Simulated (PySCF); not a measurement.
# Nuclear repulsion and electron count by hand

System: F₃Ti, doublet, geometry from GFN2-xTB (such geometries of metal compounds can be far from the true shape). Level: R2SCAN/6-31G* (PySCF). Sums are taken with unrounded values, so a last digit can differ.

Coordinates (Å):

```
atom         x         y         z
----  --------  --------  --------
Ti1    0.00000   0.00000   0.00000
F2    -1.44891  -0.87306   0.07165
F3     0.02042   1.55242  -0.67549
F4     1.42849  -0.67936   0.60383
```

Task: Work out the nuclear repulsion energy and the numbers of alpha and beta electrons.

Result: In atomic units each pair adds Z_i Z_j / r_ij, with r in bohr (1 bohr = 0.529177 Å).
| pair | r (Å) | r (bohr) | Z_i Z_j | term (Eh) |
|---|---|---|---|---|
| Ti1-F2 | 1.6931 | 3.1996 | 198 | 61.8835 |
| Ti1-F3 | 1.6931 | 3.1996 | 198 | 61.8835 |
| Ti1-F4 | 1.6931 | 3.1996 | 198 | 61.8835 |
| F2-F3 | 2.9326 | 5.5418 | 81 | 14.6162 |
| F2-F4 | 2.9326 | 5.5418 | 81 | 14.6162 |
| F3-F4 | 2.9326 | 5.5418 | 81 | 14.6162 |
The sum is 229.4990 Eh; PySCF gives 229.4990 Eh. The atomic numbers add up to 49, so at charge +0 there are 49 electrons; multiplicity 2 means 1 unpaired, so 25 alpha and 24 beta.
